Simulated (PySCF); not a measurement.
CH₃O (SMILES C[O]), doublet, geometry from GFN2-xTB; CCSD(T)/STO-3G (PySCF).

Input for PySCF:
```python
from pyscf import gto, scf, cc

mol = gto.M(
    atom='''
C    -0.541170    0.053534    0.000832
O     0.761767   -0.095889   -0.019756
H    -0.928677   -0.037737    1.042770
H    -0.817061    1.110293   -0.225599
H    -1.101380   -0.626646   -0.664113
''',
    basis='sto-3g',
    charge=0,
    spin=1,
    verbose=4,
)

mf = scf.UHF(mol)
mf.kernel()

mycc = cc.CCSD(mf)
mycc.direct = True
mycc.kernel()
et = mycc.ccsd_t()
print('E(CCSD(T)) = %.10f' % (mycc.e_tot + et))
```

**Question.** Predict the main parts of the log of this PySCF run.

**Answer.** 
```
PySCF version 2.14.0

[INPUT] verbose = 4
[INPUT] num. atoms = 5
[INPUT] num. electrons = 17
[INPUT] charge = 0
[INPUT] spin (= nelec alpha-beta = 2S) = 1
[INPUT] symmetry False subgroup None
[INPUT] Mole.unit = angstrom
[INPUT] Symbol           X                Y                Z      unit          X                Y                Z       unit  Magmom
[INPUT]  1 C     -0.541170000000   0.053534000000   0.000832000000 AA   -1.022663086831   0.101164598352   0.001572252136 Bohr   0.0
[INPUT]  2 O      0.761767000000  -0.095889000000  -0.019756000000 AA    1.439531000732  -0.181203948358  -0.037333429317 Bohr   0.0
[INPUT]  3 H     -0.928677000000  -0.037737000000   1.042770000000 AA   -1.754945188183  -0.071312594763   1.970549710913 Bohr   0.0
[INPUT]  4 H     -0.817061000000   1.110293000000  -0.225599000000 AA   -1.544021517063   2.098149688022  -0.426320323976 Bohr   0.0
[INPUT]  5 H     -1.101380000000  -0.626646000000  -0.664113000000 AA   -2.081306559073  -1.184189317054  -1.254991685763 Bohr   0.0

nuclear repulsion = 35.1392255404794
number of shells = 9
number of NR pGTOs = 39
number of NR cGTOs = 13
basis = sto-3g
ecp = {}

******** <class 'pyscf.scf.uhf.UHF'> ********
method = UHF
initial guess = minao
damping factor = 0
level_shift factor = 0
DIIS = <class 'pyscf.scf.diis.CDIIS'>
diis_start_cycle = 1
diis_space = 8
diis_damp = 0
SCF conv_tol = 1e-09
SCF conv_tol_grad = None
SCF max_cycles = 50
direct_scf = True
direct_scf_tol = 1e-13
number electrons alpha = 9  beta = 8
Set gradient conv threshold to 3.16228e-05
init E= -112.923843731446

cycle= 1 E= -112.753084624109  delta_E= 0.171  |g|= 0.409  |ddm|= 1.85
cycle= 2 E= -112.910435408859  delta_E= -0.157  |g|= 0.179  |ddm|= 0.662
cycle= 3 E= -112.935592749648  delta_E= -0.0252  |g|= 0.0631  |ddm|= 0.235
cycle= 4 E= -112.942293997558  delta_E= -0.0067  |g|= 0.0105  |ddm|= 0.153
cycle= 5 E= -112.942447833203  delta_E= -0.000154  |g|= 0.00439  |ddm|= 0.0181
cycle= 6 E= -112.942481383518  delta_E= -3.36e-05  |g|= 0.00178  |ddm|= 0.0124
cycle= 7 E= -112.942486837245  delta_E= -5.45e-06  |g|= 0.000493  |ddm|= 0.007
cycle= 8 E= -112.942487109504  delta_E= -2.72e-07  |g|= 0.000147  |ddm|= 0.0011
cycle= 9 E= -112.942487158398  delta_E= -4.89e-08  |g|= 5.57e-05  |ddm|= 0.000576
cycle= 10 E= -112.94248716301  delta_E= -4.61e-09  |g|= 2.07e-05  |ddm|= 0.000196
cycle= 11 E= -112.942487163662  delta_E= -6.52e-10  |g|= 2.92e-06  |ddm|= 5.99e-05
Extra cycle  E= -112.942487163672  delta_E= -9.69e-12  |g|= 1.54e-06  |ddm|= 5.12e-06
converged SCF energy = -112.942487163672  <S^2> = 0.7555698  2S+1 = 2.0055621

******** <class 'pyscf.cc.uccsd.UCCSD'> ********
CC2 = 0
CCSD nocc = (np.int64(9), np.int64(8)), nmo = (13, 13)
max_cycle = 50
direct = 1
conv_tol = 1e-07
conv_tol_normt = 1e-06
diis_space = 6
diis_start_cycle = 0
diis_start_energy_diff = 1e+09
Init t2, MP2 energy = -0.0664682307808382
Init E_corr(UCCSD) = -0.0664682307828557
cycle = 1  E_corr(UCCSD) = -0.0826546816786468  dE = -0.0161864509  norm(t1,t2) = 0.050403
cycle = 2  E_corr(UCCSD) = -0.0882328219773805  dE = -0.0055781403  norm(t1,t2) = 0.0206686
cycle = 3  E_corr(UCCSD) = -0.0919564815552602  dE = -0.00372365958  norm(t1,t2) = 0.0102528
cycle = 4  E_corr(UCCSD) = -0.0920457258553263  dE = -8.92443001e-05  norm(t1,t2) = 0.00320921
cycle = 5  E_corr(UCCSD) = -0.092050704356393  dE = -4.97850107e-06  norm(t1,t2) = 0.00136701
cycle = 6  E_corr(UCCSD) = -0.0920704500882869  dE = -1.97457319e-05  norm(t1,t2) = 0.000486688
cycle = 7  E_corr(UCCSD) = -0.0920659544198443  dE = 4.49566844e-06  norm(t1,t2) = 0.000134897
cycle = 8  E_corr(UCCSD) = -0.0920669854004552  dE = -1.03098061e-06  norm(t1,t2) = 4.70077e-05
cycle = 9  E_corr(UCCSD) = -0.0920675368133486  dE = -5.51412893e-07  norm(t1,t2) = 2.0121e-05
cycle = 10  E_corr(UCCSD) = -0.0920675736168957  dE = -3.68035471e-08  norm(t1,t2) = 7.3532e-06
cycle = 11  E_corr(UCCSD) = -0.0920673350201481  dE = 2.38596748e-07  norm(t1,t2) = 2.32006e-06
cycle = 12  E_corr(UCCSD) = -0.0920672720970532  dE = 6.29230949e-08  norm(t1,t2) = 7.89322e-07
UCCSD converged
E(UCCSD) = -113.0345544357688  E_corr = -0.0920672720970532
UCCSD(T) correction = -0.000758279721893079
E(CCSD(T)) = -113.0353127155
```
